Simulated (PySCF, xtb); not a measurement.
In(OH)(PH2)2 (H₅InOP₂), SMILES [PH2][In]([PH2])[OH].

GFN2-xTB (xtb) at its own geometry gives an orbital gap of 2.34 eV and a dipole moment of 2.44 D.

Geometry optimised at PBE-D3(BJ)/def2-SVP. The structure was generated by enumeration; whether it is a known compound was not checked. The def2 effective core potentials stand for the cores of In; spin–orbit coupling is left out. One conformer was computed; it need not be the lowest.

What does r2SCAN/def2-TZVP in PySCF give? (Estimate from the structure and the level; the computed values follow.)

gap 4.12 eV (levels -6.32 and -2.20 eV), dipole 2.00 D.
